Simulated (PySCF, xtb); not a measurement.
HIOSe, SMILES O[Se]I.

Geometry: PBE0-D3(BJ)/def2-TZVP. The def2 effective core potentials stand for the cores of I; spin–orbit coupling is left out. One conformer was computed; it need not be the lowest.

Method: C-PCM-ωB97X/def2-SVP run with PySCF.

The values are the electrostatic part of the solvation free energy, E(continuum) − E(gas) at the gas-phase geometry, in a cavity of scaled van der Waals radii (PySCF's table); cavitation and dispersion terms are not included. In vacuum the orbital gap is 8.35 eV. The dipole moment in vacuum is 1.54 D.

Task: Estimate the values in water (ε = 78.36), toluene (ε = 2.37), dimethylsulfoxide (ε = 46.83). (An estimate is asked for; the answer gives what the named calculation found.)

Result: 
| solvent | ε | ΔG(elec) (kcal/mol) | dipole (D) | gap (eV) |
|---|---|---|---|---|
| water | 78.36 | -5.1 | 1.95 | 8.43 |
| toluene | 2.37 | -2.9 | 1.76 | 8.40 |
| dimethylsulfoxide | 46.83 | -5.0 | 1.95 | 8.43 |

For comparison, GFN2-xTB/ALPB(water) (xtb, at the GFN2-xTB geometry, all terms of that model) gives -4.5 kcal/mol.
